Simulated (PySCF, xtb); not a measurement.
3-fluoropenta-1,4-diene (C5H7F), SMILES C=CC(F)C=C.

GFN2-xTB (xtb 6.7.1) at its own geometry gives an orbital gap of 5.20 eV and a dipole moment of 2.33 D.

Geometry optimised at B3LYP-D3(BJ)/def2-SVP. The values are those of a single conformer.

Problem. What does HF/def2-TZVP run with PySCF give? (The exact figures need the calculation; the answer reports its results.)

Solution. gap 13.82 eV (levels -10.34 and 3.48 eV), dipole 2.13 D.
